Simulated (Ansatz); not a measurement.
Mulliken charges of CH₆FGaGe (`[F][GeH2][CH2][GaH2]`) from r2SCAN/def2-TZVPP in Ansatz (PBE0-D4/def2-TZVP geometry).

| atom | x (Å) | y (Å) | z (Å) | charge (e) |
| --- | --- | --- | --- | --- |
| F1 | -1.337 | 0.321 | 0.974 | -0.398 |
| Ge2 | -0.601 | 1.162 | -0.464 | 0.466 |
| C3 | 0.809 | -0.108 | -0.675 | -0.411 |
| Ga4 | 0.251 | -1.267 | 0.891 | 0.310 |
| H5 | -1.753 | 1.182 | -1.477 | -0.008 |
| H6 | -0.277 | 2.558 | 0.084 | -0.008 |
| H7 | 1.793 | 0.341 | -0.544 | 0.111 |
| H8 | 0.756 | -0.629 | -1.631 | 0.111 |
| H9 | -0.616 | -2.534 | 0.580 | -0.087 |
| H10 | 0.975 | -1.026 | 2.260 | -0.087 |

Question: By hand: the dipole of these point charges (1 e Å = 4.8032 D).

Answer: Σ q r = (0.265, 0.313, -0.528) e Å, of length 0.669 e Å = 3.21 D.

Question: How does the dipole of the full density compare? (Best estimate.)

Answer: Computed: (0.161, 0.337, -0.453) e Å, 2.82 D; the point charges give 1.14 times that, at 9° from its direction.

Point charges leave out the atoms' own dipoles, such as those of lone pairs, and Mulliken's split depends on the basis, so the close match here is no proof of good charges.
